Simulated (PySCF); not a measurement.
Species: C5H12FPSi.
SMILES: `C1CP(CCC1F)[SiH3]`

Level: PBE0/def2-SVPD in PySCF, non-relativistic, on one gas-phase PBE0-D3(BJ)/def2-SVP geometry that isn't relaxed in the solvent. The solvent is an IEF-PCM continuum (Bondi radii, 1.10 Å for H, scaled by 1.2), and excitations are vertical TDDFT with non-equilibrium linear response and a frozen core. Specific hydrogen bonds and non-electrostatic terms are outside this model.

Gas-phase singlets (H = HOMO, L = LUMO):

```
state  E (eV)  λ (nm)      f  leading configuration
   S1   5.718     217  0.008              H→L+1 93%
   S2   5.846     212  0.106                H→L 85%
   S3   6.209     200  0.059              H→L+2 86%
   S4   6.379     194  0.025              H→L+3 87%
   S5   6.583     188  0.021              H→L+4 95%
```

**Question.** Give the list for benzene (ε = 2.271), n² = 2.25.

**Answer.** 
```json
{"state": "S1", "E (eV)": "5.753", "λ (nm)": "216", "f": "0.026", "leading configuration": "H→L+1 86%", "change by rank (eV)": "+0.035"}
{"state": "S2", "E (eV)": "5.820", "λ (nm)": "213", "f": "0.190", "leading configuration": "H→L 82%", "change by rank (eV)": "-0.026"}
{"state": "S3", "E (eV)": "6.217", "λ (nm)": "199", "f": "0.056", "leading configuration": "H→L+2 88%", "change by rank (eV)": "+0.008"}
{"state": "S4", "E (eV)": "6.434", "λ (nm)": "193", "f": "0.029", "leading configuration": "H→L+3 86%", "change by rank (eV)": "+0.055"}
{"state": "S5", "E (eV)": "6.590", "λ (nm)": "188", "f": "0.032", "leading configuration": "H→L+4 94%", "change by rank (eV)": "+0.007"}
```

**Question.** The ground-state energy changes by -0.087 eV from gas to benzene. By how much does the total energy of gas-phase S1 change?

**Answer.** E(S1) = E(S0) + excitation energy, so it changes by -0.087 + 0.035 = -0.052 eV: it is lowered less than the ground state, which is what a blue shift means. This is the vertical state, with the slow part of the continuum still set for S0.

**Question.** How do the frontier levels move from gas to benzene?

**Answer.** 
| orbital | gas (eV) | solvent (eV) | change (eV) |
| --- | --- | --- | --- |
| LUMO+2 | 0.46 | 0.58 | +0.12 |
| LUMO+1 | 0.36 | 0.49 | +0.13 |
| LUMO | 0.13 | 0.24 | +0.11 |
| HOMO | -6.70 | -6.64 | +0.06 |
| HOMO-1 | -8.58 | -8.45 | +0.13 |
| HOMO-2 | -8.59 | -8.46 | +0.13 |
| HOMO-3 | -9.16 | -9.06 | +0.10 |

The HOMO–LUMO gap goes from 6.84 to 6.88 eV. Rows go by rank; for HOMO-2 and HOMO-1 the atom shares or the degeneracy differ between the runs, so the row needn't follow one orbital.
